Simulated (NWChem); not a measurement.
System: BP2H5O; SMILES OB(P)P

Input file for NWChem:

```
start job
memory heap 200 mb stack 900 mb global 1100 mb
geometry units angstroms noautoz
  B      0.450874    -0.035883    -0.003160
  O      1.812814    -0.124679    -0.042452
  H      2.262300     0.738214    -0.106618
  P     -0.533221    -1.702212    -0.056549
  H     -1.577343    -1.305356     0.847297
  H      0.241694    -2.405988     0.928375
  P     -0.504803     1.653410     0.103990
  H     -1.580393     1.282386    -0.771717
  H      0.240339     2.357888    -0.909388
end
basis spherical
  B library def2-svp
  O library def2-svp
  H library def2-svp
  P library def2-svp
end
dft
  xc scan
  iterations 150
  mulliken
end
task dft energy
```

Output (shortened):

```
             Northwest Computational Chemistry Package (NWChem) 7.3.0
             --------------------------------------------------------

 C1  symmetry detected

                             Geometry "geometry" -> ""
                             -------------------------

 Output coordinates in angstroms (scale by  1.889725989 to convert to a.u.)

  No.       Tag          Charge          X              Y              Z
 ---- ---------------- ---------- -------------- -------------- --------------
    1 B                    5.0000     0.43489764    -0.00933267     0.00256335
    2 O                    8.0000     1.79753652    -0.09606027     0.00422373
    3 H                    1.0000     2.24741374     0.76697467    -0.05510970
    4 P                   15.0000    -0.54468357    -1.67786603    -0.06348799
    5 H                    1.0000    -1.61555563    -1.27412691     0.80533350
    6 H                    1.0000     0.20196558    -2.37065141     0.95062869
    7 P                   15.0000    -0.52606754     1.67920238     0.06505965
    8 H                    1.0000    -1.57485384     1.29776088    -0.83824821
    9 H                    1.0000     0.24751641     2.37514299    -0.93278571

 Effective nuclear repulsion energy (a.u.)     188.1684293066

                                 NWChem DFT Module
                                 -----------------

 Summary of "ao basis" -> "ao basis" (spherical)
 ------------------------------------------------------------------------------
       Tag                 Description            Shells   Functions and Types
 ---------------- ------------------------------  ------  ---------------------
 B                          def2-svp                 6       14   3s2p1d
 O                          def2-svp                 6       14   3s2p1d
 H                          def2-svp                 3        5   2s1p
 P                          def2-svp                 8       18   4s3p1d

            General Information
            -------------------
          SCF calculation type: DFT
          Wavefunction type:  closed shell.
          No. of atoms     :     9
          No. of electrons :    48
           Alpha electrons :    24
            Beta electrons :    24
          Charge           :     0
          Spin multiplicity:     1
          Use of symmetry is: off; symmetry adaption is: off
          Maximum number of iterations: 150
          AO basis - number of functions:    89
                     number of shells:    43
          Convergence on energy requested:  1.00D-06
          Convergence on density requested:  1.00D-05
          Convergence on gradient requested:  5.00D-04

              XC Information
              --------------
                         SCAN Method XC Functional
                  SCAN metaGGA Exchange Functional  1.000
                        SCAN Correlation Potential  1.000

             Grid Information
             ----------------
          Grid used for XC integration:  medium
          Radial quadrature: Mura-Knowles
          Angular quadrature: Lebedev.
          Tag              B.-S. Rad. Rad. Pts. Rad. Cut. Ang. Pts.
          ---              ---------- --------- --------- ---------
          B                   0.85       49           8.0       434
          O                   0.60       49          10.0       434
          H                   0.35       45          12.0       434
          P                   1.00       88          11.0       590
          Grid pruning is: on
          Number of quadrature shells:   499
          Spatial weights used:  Erf1

      Superposition of Atomic Density Guess
      -------------------------------------

 Sum of atomic energies:        -782.76686423

      Non-variational initial energy
      ------------------------------

 Total energy =    -784.163521
 1-e energy   =   -1454.931436
 2-e energy   =     482.599486
 HOMO         =      -0.261824
 LUMO         =       0.028732

     ---------------------------------------------
      Total Density - Mulliken Population Analysis
     ---------------------------------------------

    Atom       Charge   Shell Charges
 -----------   ------   -------------------------------------------------------
    1 B    5     4.71   1.99  0.90  0.19  1.17  0.35  0.11
    2 O    8     8.52   1.99  1.11  0.57  3.07  1.77  0.01
    3 H    1     0.65   0.52  0.07  0.06
    4 P   15    15.17   2.00  1.99  1.16  0.54  5.94  1.44  2.03  0.06
    5 H    1     0.94   0.63  0.29  0.02
    6 H    1     0.94   0.63  0.29  0.02
    7 P   15    15.19   2.00  1.99  1.16  0.55  5.94  1.43  2.05  0.06
    8 H    1     0.94   0.63  0.29  0.02
    9 H    1     0.94   0.63  0.29  0.02

   convergence    iter        energy       DeltaE   RMS-Dens  Diis-err
 ---------------- ----- ----------------- --------- --------- ---------
 d= 0,ls=0.0,diis     1   -785.4745934432 -9.74D+02  1.53D-02  5.17D-01
 d= 0,ls=0.0,diis     2   -785.3882409347  8.64D-02  1.03D-02  1.43D+00
 d= 0,ls=0.0,diis     3   -785.5368271297 -1.49D-01  2.07D-03  5.06D-02
 d= 0,ls=0.0,diis     4   -785.5417023251 -4.88D-03  9.52D-04  3.80D-03
 d= 0,ls=0.0,diis     5   -785.5422765983 -5.74D-04  3.33D-04  6.82D-04
  Resetting Diis
 d= 0,ls=0.0,diis     6   -785.5423975263 -1.21D-04  7.26D-05  2.41D-05
 d= 0,ls=0.0,diis     7   -785.5424018163 -4.29D-06  3.87D-05  1.90D-06
 d= 0,ls=0.0,diis     8   -785.5424015296  2.87D-07  2.15D-05  3.77D-06
 d= 0,ls=0.0,diis     9   -785.5424021304 -6.01D-07  3.43D-06  1.59D-07

         Total DFT energy =     -785.542402130390
      One electron energy =    -1458.152625336822
           Coulomb energy =      545.407733888350
    Exchange-Corr. energy =      -60.965939988547
 Nuclear repulsion energy =      188.168429306629

 Numeric. integr. density =       47.999995382605

                       DFT Final Molecular Orbital Analysis
                       ------------------------------------

[...]
```

Level: SCAN/def2-SVP. All runs use the structure optimised with PBE-D3(BJ)/def2-SVP.
